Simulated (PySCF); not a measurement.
`N([SiH2]NC)C`. The geometry is computed with GFN2-xTB (gas phase).

```
atom  x, y, z in Å
C1    -2.6910    0.1392   -0.1124
N2    -1.3176    0.4454   -0.4159
Si3   -0.0280   -0.3969    0.3463
N4     1.3729    0.3700   -0.2886
C5     2.6942   -0.0806    0.0626
H6    -3.3437    0.4885   -0.9152
H7    -2.7950   -0.9394   -0.0228
H8    -3.0298    0.5895    0.8282
H9    -1.1883    1.4345   -0.5700
H10   -0.2448   -1.8124    0.0055
H11    0.0995   -0.2725    1.8075
H12    1.3316    0.6691   -1.2518
H13    3.4258    0.7080   -0.1254
H14    3.0013   -0.9752   -0.4923
H15    2.7085   -0.3232    1.1224
```

(1) How far are the heavy atoms from their best plane (unweighted least squares)?

(2) What are the angles H6–C1–H8, N2–C1–H6, C1–N2–Si3, Si3–N2–H9, N2–Si3–H11, C5–N4–H12, H13–C5–H15?

(3) How far apart are these pairs, which share no bond: N2···N4, H8···H14, H9···H11, H9···H13?

(4) Where is the centre of mass (commonest isotopes), and what is the radius of gyration?

(5) Write the matrix of distances between heavy atoms (Å, lower triangle).

Results:

(1) 0.015 Å rms; C1 0.01, N2 0.02, Si3 0.00, N4 0.02, C5 0.01 Å (magnitudes).

(2) From the scalar product of the two bond vectors; for H6–C1–H8 it is -0.3767 Å² over 1.0920 × 1.0965 Å², cos θ = -0.3146. H6–C1–H8 108.3°; N2–C1–H6 110.3°; C1–N2–Si3 121.2°; Si3–N2–H9 116.9°; N2–Si3–H11 117.6°; C5–N4–H12 111.3°; H13–C5–H15 108.7°.

(3) N2···N4 2.695 Å (2 bonds apart); H8···H14 6.369 Å (6 bonds apart); H9···H11 3.198 Å (3 bonds apart); H9···H13 4.692 Å (5 bonds apart).

(4) Mass 90.061 u; centre at (0.000, 0.006, -0.004) Å; Rg = √(Σ m r²/M) = 1.880 Å. As Ia + Ib + Ic = 2 Σ m r², the three principal moments sum to 636.9 u·Å².

(5) 
```
C1    0.000
N2    1.439  0.000
Si3   2.755  1.719  0.000
N4    4.074  2.695  1.719  0.000
C5    5.393  4.074  2.755  1.440  0.000
```

The point group is C2 within 0.08 Å; differences among equivalent distances and angles are scatter left by the optimiser. No frequency check. One conformer, not necessarily the lowest.
